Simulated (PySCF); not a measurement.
Bond stretch in CuH, singlet.

Levels: RKS-PBE = restricted PBE/def2-SVP (PySCF); UKS-PBE = PySCF 2.14.0 with unrestricted PBE/def2-SVP; UKS-wB97X-V = unrestricted wB97X-V/def2-SVP run with PySCF; UCCSD(T) = CCSD(T) on UHF/def2-SVP, 5 core orbitals frozen (PySCF 2.14.0).

Energies relative to the lowest point of each curve near equilibrium, in kcal/mol; the last columns give the difference from UCCSD(T):

| R / Å | RKS-PBE | UKS-PBE | UKS-wB97X-V | UCCSD(T) | RKS-PBE − UCCSD(T) | UKS-PBE − UCCSD(T) | UKS-wB97X-V − UCCSD(T) |
|---|---|---|---|---|---|---|---|
| 1.19 | 18.1 | 18.1 | 19.7 | 17.3 | 0.8 | 0.8 | 2.4 |
| 1.27 | 7.7 | 7.7 | 8.8 | 7.7 | 0.0 | 0.0 | 1.1 |
| 1.34 | 2.7 | 2.7 | 3.4 | 3.0 | -0.3 | -0.3 | 0.4 |
| 1.38 | 1.2 | 1.2 | 1.6 | 1.4 | -0.3 | -0.3 | 0.2 |
| 1.45 | 0.0 | 0.0 | 0.1 | 0.1 | -0.1 | -0.1 | 0.0 |
| 1.49 | 0.1 | 0.1 | 0.0 | 0.0 | 0.1 | 0.1 | 0.0 |
| 1.53 | 0.6 | 0.6 | 0.3 | 0.3 | 0.3 | 0.3 | 0.1 |
| 1.57 | 1.4 | 1.4 | 1.1 | 0.9 | 0.5 | 0.5 | 0.2 |
| 1.62 | 2.8 | 2.8 | 2.4 | 2.0 | 0.8 | 0.8 | 0.4 |
| 1.73 | 7.1 | 7.1 | 6.5 | 5.6 | 1.5 | 1.5 | 0.9 |
| 1.83 | 11.9 | 11.9 | 11.3 | 9.8 | 2.1 | 2.1 | 1.5 |
| 1.98 | 19.7 | 19.7 | 19.4 | 16.7 | 3.0 | 3.0 | 2.7 |
| 2.25 | 33.8 | 33.8 | 34.6 | 29.3 | 4.5 | 4.5 | 5.4 |
| 2.44 | 42.9 | 42.9 | 44.6 | 36.8 | 6.0 | 6.0 | 7.8 |
| 2.70 | 53.7 | 53.2 | 53.8 | 45.0 | 8.7 | 8.1 | 8.7 |
| 2.96 | 62.6 | 59.7 | 59.1 | 50.9 | 11.7 | 8.8 | 8.2 |
| 3.28 | 71.2 | 64.3 | 62.4 | 55.3 | 15.9 | 9.0 | 7.0 |
| 3.67 | 78.9 | 66.9 | 63.9 | 57.6 | 21.3 | 9.3 | 6.3 |
| 4.00 | 83.5 | 67.7 | 64.4 | 58.3 | 25.2 | 9.4 | 6.1 |
| 4.44 | 87.8 | 68.0 | 64.6 | 58.5 | 29.2 | 9.4 | 6.1 |
| 5.16 | 91.7 | 68.1 | 64.6 | 58.7 | 33.0 | 9.5 | 6.0 |
| 5.90 | 93.6 | 68.1 | 64.7 | 58.7 | 34.9 | 9.5 | 6.0 |

RKS-PBE is furthest from UCCSD(T) at 5.90 (34.9 kcal/mol, above); its mean absolute difference over the points is 9.1 kcal/mol.

UKS-PBE is furthest from UCCSD(T) at 5.16 (9.5 kcal/mol, above); its mean absolute difference over the points is 4.2 kcal/mol.

UKS-wB97X-V is furthest from UCCSD(T) at 2.70 (8.7 kcal/mol, above); its mean absolute difference over the points is 3.5 kcal/mol.

At the longest distance RKS-PBE leaves fractional charges on the fragments, a sign of delocalisation error or of the restricted form. The restricted form behind RKS-PBE keeps the bonding electrons paired and can't separate into open-shell fragments. The unrestricted determinant behind UKS-PBE is spin-contaminated at 2.70 to 5.90 Å (<S²> up to 1.0, against 0.00 for a pure singlet). The unrestricted determinant behind UKS-wB97X-V is spin-contaminated at 2.44 to 5.90 Å (<S²> up to 1.0, against 0.00 for a pure singlet). The unrestricted determinant behind UCCSD(T) is spin-contaminated at 1.98 to 5.90 Å (<S²> up to 1.0, against 0.00 for a pure singlet).
